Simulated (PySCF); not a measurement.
```xyz
6

O      1.1732    -0.3743    -0.2426
Si    -0.3991    -0.0205    -0.0016
F     -0.6929     1.5169    -0.3150
H      1.8260    -0.0414     0.3745
H     -0.7971    -0.2310     1.4101
H     -1.1608    -0.8398    -0.9618
```

Charge 0, multiplicity 1.

Q: Give the Mulliken and meta-Löwdin atomic charges from PBE0-D4/def2-TZVP (PySCF).

A: 
```json
[
 {"atom": "O1", "Mulliken (e)": "-0.51", "meta-Löwdin (e)": "-0.75"},
 {"atom": "Si2", "Mulliken (e)": "0.59", "meta-Löwdin (e)": "1.16"},
 {"atom": "F3", "Mulliken (e)": "-0.31", "meta-Löwdin (e)": "-0.51"},
 {"atom": "H4", "Mulliken (e)": "0.33", "meta-Löwdin (e)": "0.36"},
 {"atom": "H5", "Mulliken (e)": "-0.06", "meta-Löwdin (e)": "-0.14"},
 {"atom": "H6", "Mulliken (e)": "-0.04", "meta-Löwdin (e)": "-0.12"}
]
```
